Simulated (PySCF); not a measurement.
Compound: B2BrClH3N.
Numbering: `[BH2:1][NH:2][B:3]([Cl:4])[Br:5]` (hydrogens: H6, H7 on B1; H8 on N2)

Method: PBE0-D3(BJ)/def2-SVP geometry optimisation, gas phase in PySCF 2.14.0.

Question: Give the optimised bond lengths and angles.

Answer: 
```json
{"bond": "B1–N2", "length (Å)": "1.419"}
{"bond": "N2–B3", "length (Å)": "1.421"}
{"bond": "B3–Cl4", "length (Å)": "1.760"}
{"bond": "B3–Br5", "length (Å)": "1.910"}
{"bond": "B1–H6, B1–H7", "length (Å)": "1.205"}
{"bond": "N2–H8", "length (Å)": "1.017"}
```

Bonds in one row agree within 0.01 Å and their mean is given. A selection of angles:
```json
{"angle": "N2–B1–H6", "degrees": "118.0"}
{"angle": "N2–B1–H7", "degrees": "119.8"}
{"angle": "H6–B1–H7", "degrees": "122.2"}
{"angle": "B1–N2–B3", "degrees": "130.1"}
{"angle": "B1–N2–H8", "degrees": "116.3"}
{"angle": "B3–N2–H8", "degrees": "113.5"}
{"angle": "N2–B3–Cl4", "degrees": "118.6"}
{"angle": "N2–B3–Br5", "degrees": "122.5"}
{"angle": "Cl4–B3–Br5", "degrees": "118.9"}
```

Torsions: B1–N2–B3–Cl4 -179° (antiperiplanar).

Of the pairs four or more bonds apart, Br5···H7 is among the closest relative to their van der Waals radii: 3.01 Å, 99 % of the sum of Bondi's values. N2 (boron-bound nitrogen) is planar (angles 130.1°, 116.3° and 113.5°, sum 360.0°, 0.00 Å off the plane of its three neighbours). B3 (three-coordinate boron) is planar (angles 122.5°, 118.9° and 118.6°, sum 360.0°, 0.00 Å off the plane of its three neighbours). The 5 heavy atoms lie in one plane (0.004 Å rms). B1 (three-coordinate boron) is planar (angles 122.2°, 119.8° and 118.0°, sum 360.0°, 0.00 Å off the plane of its three neighbours).

Point group: Cs (every atom within 0.08 Å of its image). PBE0-D3(BJ)/def2-SVP frequencies: not computed here. The numbers are those of one conformer.
